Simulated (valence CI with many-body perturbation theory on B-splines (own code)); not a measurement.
## Bi34+: calculated level list

Calculated by configuration interaction combined with many-body perturbation theory (CI+MBPT): three valence electrons over a frozen Dirac-Fock core [Kr] 4d10, radial functions for each j: 7 s, 7 p, 7 d, 7 f, 4 g, 2 h, with the one-electron correlation potential Σ1 (screened to all orders), the two-electron term Σ2, the three-electron term Σ3, Breit, model QED; selected single and double excitations, second order for the rest, scaled by the run's own slope (own B-spline code, finite nucleus).

No measured spectrum was set against this ion. As an estimate, large intervals hold to a few tenths of a per cent, small ones and those within an open d or f shell to about a per cent. Excitations out of the core, of the other parity, are not computed and may begin above about 202 eV (a cautious bound); beyond it only levels of the ground parity were kept, without lifetimes.

Levels 1 to 45 of 109, with energies above the lowest level, (4f5/2^3) J=9/2. "Leading %" is the weight of the configuration and term that name the level; weights of strongly mixed levels are sums over their largest components and can fall short. In the jj column 3d3/2^4 stands for four electrons in 3d with j = 3/2. Lifetimes count E1, E2, E3, M1 and M2 decay at the calculated energies, and are blank where another channel may lead or the interval is too uncertain; long ones can be off by a factor of two.

```csv
No.,Configuration,Term,J,E (cm⁻¹),Leading %,g,Lifetime,Leading jj
1,4f³,⁴I°,9/2,0,72,0.783,,4f5/2^3 (92 %)
2,4f³,⁴F°,3/2,46296,46,0.724,,4f5/2^3 (91 %)
3,4f³,⁴I°,11/2,50047,91,0.972,236 μs,4f5/2^2 4f7/2 (97 %)
4,4f³,⁴G°,5/2,72017,47,0.791,11.9 ms,4f5/2^3 (81 %)
5,4f³,²G°,9/2,78008,35,1.005,280 μs,4f5/2^2 4f7/2 (90 %)
6,4f³,⁴I°,13/2,82870,71,1.058,882 μs,4f5/2^2 4f7/2 (66 %)
7,4f³,⁴F°,5/2,92936,59,0.923,538 μs,4f5/2^2 4f7/2 (92 %)
8,4f³,⁴S°,3/2,94064,47,1.409,581 μs,4f5/2^2 4f7/2 (95 %)
9,4f³,²G°,7/2,95297,51,1.020,1.40 ms,4f5/2^2 4f7/2 (96 %)
10,4f³,⁴I°,15/2,106100,44,1.101,4.31 ms,4f5/2^2 4f7/2 (66 %)
11,4f³,⁴G°,7/2,112310,67,1.055,430 μs,4f5/2^2 4f7/2 (90 %)
12,4f³,²H°,11/2,128740,46,1.087,699 μs,4f5/2^2 4f7/2 (72 %)
13,4f³,²K°,13/2,130090,66,0.987,139 μs,4f5/2 4f7/2^2 (69 %)
14,4f³,⁴D°,1/2,130810,52,0.310,366 μs,4f5/2^2 4f7/2 (96 %)
15,4f³,⁴D°,3/2,131300,40,1.098,507 μs,4f5/2^2 4f7/2 (77 %)
16,4f³,⁴F°,9/2,132160,45,1.157,479 μs,4f5/2 4f7/2^2 (57 %)
17,4f³,⁴D°,5/2,134460,41,1.154,324 μs,4f5/2^2 4f7/2 (89 %)
18,4f³,⁴G°,9/2,149280,55,1.081,167 μs,4f5/2 4f7/2^2 (80 %)
19,4f³,²G°,7/2,151640,46,1.040,176 μs,4f5/2 4f7/2^2 (96 %)
20,4f³,²L°,15/2,151750,54,1.051,254 μs,4f5/2 4f7/2^2 (44 %)
21,4f³,²H°,11/2,157880,74,1.048,297 μs,4f5/2 4f7/2^2 (65 %)
22,4f³,²D°,3/2,162780,36,1.200,179 μs,4f5/2 4f7/2^2 (82 %)
23,4f³,²D°,5/2,173600,74,1.184,218 μs,4f5/2 4f7/2^2 (93 %)
24,4f³,²H°,9/2,182170,60,1.030,200 μs,4f5/2 4f7/2^2 (70 %)
25,4f³,⁴G°,11/2,182790,52,1.124,283 μs,4f5/2 4f7/2^2 (88 %)
26,4f³,²P°,1/2,186570,52,0.344,289 μs,4f5/2 4f7/2^2 (96 %)
27,4f³,⁴D°,7/2,189500,84,1.369,381 μs,4f5/2 4f7/2^2 (61 %)
28,4f³,²I°,13/2,193340,91,1.060,384 μs,4f5/2 4f7/2^2 (97 %)
29,4f³,²D°,3/2,198090,47,1.016,117 μs,4f5/2 4f7/2^2 (89 %)
30,4f³,²L°,17/2,198770,100,1.055,429 μs,4f5/2 4f7/2^2 (100 %)
31,4f³,²K°,15/2,210100,55,1.044,118 μs,4f7/2^3 (72 %)
32,4f³,²F°,5/2,210420,52,1.013,83.3 μs,4f5/2 4f7/2^2 (95 %)
33,4f³,²G°,9/2,214050,56,1.108,122 μs,4f7/2^3 (80 %)
34,4f³,²D°,3/2,240520,50,1.061,100 μs,4f7/2^3 (91 %)
35,4f³,²H°,11/2,242850,58,1.091,106 μs,4f7/2^3 (83 %)
36,4f³,²F°,7/2,245840,85,1.137,162 μs,4f5/2 4f7/2^2 (59 %)
37,4f³,²G°,7/2,249430,78,0.953,293 μs,4f5/2 4f7/2^2 (55 %)
38,4f³,²G°,9/2,252040,81,1.078,207 μs,4f5/2 4f7/2^2 (77 %)
39,4f³,²D°,5/2,262550,60,1.125,97.3 μs,4f7/2^3 (74 %)
40,4f³,²F°,7/2,340220,78,1.111,54.0 μs,4f7/2^3 (66 %)
41,4f³,²F°,5/2,343590,97,0.864,,4f5/2 4f7/2^2 (77 %)
42,4f²5p,⁴I°,9/2,2423900,58,0.816,,4f5/2^2 5p1/2 (99 %)
43,4f²5p,²G°,7/2,2436000,40,0.841,,4f5/2^2 5p1/2 (98 %)
44,4f²5p,⁴G°,5/2,2452600,56,0.725,,4f5/2^2 5p1/2 (94 %)
45,4f²5p,²D°,3/2,2458900,44,0.764,,4f5/2^2 5p1/2 (92 %)
```

Where two levels of one J and parity lie close, their mixing, g and order are uncertain.

The ionisation energy to 4f² ³H4 of the next ion comes out as 1355.2 eV (NIST: 1380 ± 70 eV (theoretical)). All 109 levels together are meant to be complete up to 1632800 cm⁻¹.
